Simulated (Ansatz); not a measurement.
Two isomers of C3H6BCl: A = `C/C=C\BCl`, B = `B/C=C/CCl`.

Program: Ansatz. Geometries: PBE0-D4/def2-TZVP. ΔE: electronic, gas phase. CCSD(T)/CBS is the MP2 limit (def2-TZVPP, def2-QZVPP) plus CCSD(T) − MP2 in def2-TZVPP, frozen cores. Double bonds are as drawn, so ΔE can hold a change between cis and trans. Functionals use def2-TZVPP. B3LYP here is the variant with VWN-RPA as its local correlation; programs differ in this. One conformer a species, not always the lowest.

(1) Which is lower in electronic energy at CCSD(T)/CBS, and by how much? (Best estimate.)

(2) Give E(B) − E(A) in kcal/mol with HF/def2-TZVPP, r2SCAN-D4, B2PLYP, PBE-D4, B3LYP-D4, PBE0-D4, ωB97M-V. (Best estimate.)

Largest T1 diagnostic: 0.012.

Answers

(1) The calculation gave: A, by 38.6 kcal/mol.

(2) Ansatz gave: HF/def2-TZVPP 37.4, r2SCAN-D4 40.6, B2PLYP 39.1, PBE-D4 39.7, B3LYP-D4 38.8, PBE0-D4 39.8, ωB97M-V 39.1. None reverses the order clearly.

In def2-TZVPP, CCSD(T) changes the Hartree–Fock value by +1.5 kcal/mol (the triples alone add +0.2 kcal/mol) and MP2 by +2.3 kcal/mol.
